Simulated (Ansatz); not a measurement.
The cluster Cu3H4. Charge 0, multiplicity 2. Geometry relaxed at PBE-D4/def2-SVP.

```xyz
7

Cu    1.1772   -0.9222   -0.3646
Cu    0.5478    1.2242   -0.8892
Cu   -0.9112   -0.0016    0.5878
H    -0.0059   -1.4270    0.6202
H    -1.8370   -0.7866    1.5419
H    -0.8304    1.6104   -0.1680
H     1.8596    0.3028   -1.3282
```

The relaxation made no stability test and no search for a lower SCF solution. The structure comes from a short search, and lower isomers may exist.

(1) Estimate the harmonic wavenumbers at UKS PBE-D4/def2-SVP (Ansatz, unscaled). Is this a minimum?

## Answers

(1) 148, 171, 176, 263, 303, 327, 356, 521, 908, 981, 1036, 1282, 1351, 1454, 1595 cm⁻¹. Yes, no mode is imaginary beyond noise. Zero-point energy 65.0 kJ/mol. Run time 67 s (4 threads of Arm Neoverse V1 on a shared host).
